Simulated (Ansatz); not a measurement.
A run for Ansatz (a quantum-chemistry and plane-wave program): R-wB97X-V/def2-TZVPPD on BrH3O (a complex), monomers drawn apart or pushed together. Files ending in .json are basis or fitting sets from the Basis Set Exchange.

Ansatz 0.2 input:
```yaml
crystal:
  periodic: [false, false, false]
  atoms:
    - {symbol: O, position_ang: [-0.18190976, 0.39201289, 0.47091361]}
    - {symbol: H, position_ang: [0.73983500, 0.47377152, 0.20090645]}
    - {symbol: H, position_ang: [-0.50177974, 1.29184150, 0.60203524]}
    - {symbol: Br, position_ang: [-0.51819461, -1.78829107, 3.88573158]}
    - {symbol: H, position_ang: [-0.43289481, -1.05142519, 2.64223754]}
basis:
  gaussian:
    orbitals: def2-TZVPPD.json
hamiltonian:
  xc: {name: wB97X-V}
scf: {lower_state_search: off}
```

Output:

```
WARN ansatz: RAYON_NUM_THREADS=1 ignored (pool sized by the plan → 1); use --threads N
Functional definition: wB97X-V
these checks for a lower state are left out or cut short: stability, starts, cluster_reference, orbital_swaps, neighbouring_geometries, increment
integrals: 0.07 GiB planned
817 factors; their error is unknown
integrals: 0.10 GiB planned
203 factors; integrals over basis functions are off by at most 7.4e-5 eV
mean field: 0.64 GiB planned
mean field evaluation 1: about -72133.0294 eV, gradient 4.4e1 eV
mean field evaluation 2: about -72132.7490 eV, gradient 4.8e1 eV
mean field evaluation 4: about -72136.1836 eV, gradient 5.9e-1 eV
mean field evaluation 8: about -72136.3998 eV, gradient 3.7e-1 eV
mean field evaluation 16: about -72136.3999 eV, gradient 9.8e-6 eV
mean field -72136.39986065 eV, -2650.9637990708 hartree, gradient 9.8e-6 eV, S^2 0.000000; 0 other end points of the search recorded, 0 dependent functions left out
reference -72136.39985795 eV, -2650.9637989715 hartree; 23, 23 occupied and 125, 125 virtual orbitals, 817 factors
Total energy: -72136.39985795 eV, -2650.9637989715 hartree
Checks for a lower state left out: stability, starts, cluster_reference, orbital_swaps, neighbouring_geometries, increment
```

The calculation finished and met its thresholds.

Cost: around 4 core-seconds (rough).
